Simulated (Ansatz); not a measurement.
Reaction (redistribution): `O[SiH](F)[TeH]` + `Cl[Si](Cl)(Cl)[GeH3]` → `O[Si](F)(Cl)[TeH]` + `Cl[SiH](Cl)[GeH3]`

Calculated with Ansatz (gas phase, PBE0-D4/def2-TZVP geometries, no zero-point term in ΔE). CCSD(T)/CBS is the MP2 limit (def2-TZVPP, def2-QZVPP) plus CCSD(T) − MP2 in def2-TZVPP, frozen cores. DFT in def2-TZVPP. def2 core potentials past Kr. For Ge, Te outer-core shells are correlated without core-valence functions, which leaves a few kJ/mol of doubt a bond. Scalar relativity is left out up to krypton. One conformer a species, not always the lowest.

| level | ΔE (kJ/mol) |
| --- | --- |
| LDA (SPW92) | -0.4 |
| CCSD/def2-SVP | 2.6 |

What does CCSD(T)/CBS give? (An estimate is asked.)

The calculation gave: -2.0 kJ/mol. The listed levels differ from it by 1.6, 4.6 kJ/mol.

Largest T1 diagnostic among the species: 0.012.

From BLYP to BHLYP (50 % exact exchange), in def2-TZVPP and without D4, ΔE moves by −3.1 kJ/mol. In def2-TZVPP, CCSD(T) changes the Hartree–Fock value by +3.3 kJ/mol (the triples alone add +0.9 kJ/mol) and MP2 by +5.7 kJ/mol.
